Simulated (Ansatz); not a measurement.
System: sum formula InO₂H₂, net charge 0, doublet state. It need not be the lowest isomer of its formula. 
Geometry from a B3LYP-D3(BJ)/def2-TZVP (Ansatz, a first-principles code) optimisation:
SMILES: [OH][In][OH]
```xyz
5

In     0.1447     0.0755     0.2603
O      1.0472     0.3625    -1.5304
H      0.4543     0.0725    -2.2372
O     -1.7196    -0.7253     0.0980
H     -2.1680    -0.8705     0.9393
```
Charge 0, spin multiplicity 2.

### Question
Give the harmonic wavenumbers at B3LYP-D3(BJ)/def2-TZVP (Ansatz, finite differences of forces, unscaled).

### Answer
116, 212, 247, 507, 530, 731, 791, 3772, 3813 cm⁻¹. Zero-point energy 15.3 kcal/mol.

### Question
From these and the geometry, give the ideal-gas thermochemistry at 298.15 K and 1 atm (rigid rotor, harmonic oscillator).

### Answer
Point group Cs, rotational symmetry number 1. Rotational constants 14.58, 5.031, 3.74 GHz. S(trans) 40.90, S(rot) 24.58, S(vib) 8.66, S(elec, spin only) 1.38, S 75.5 cal/(mol K). H(298) - H(0) 3.84 kcal/mol; G - E(el) -3.4 kcal/mol.
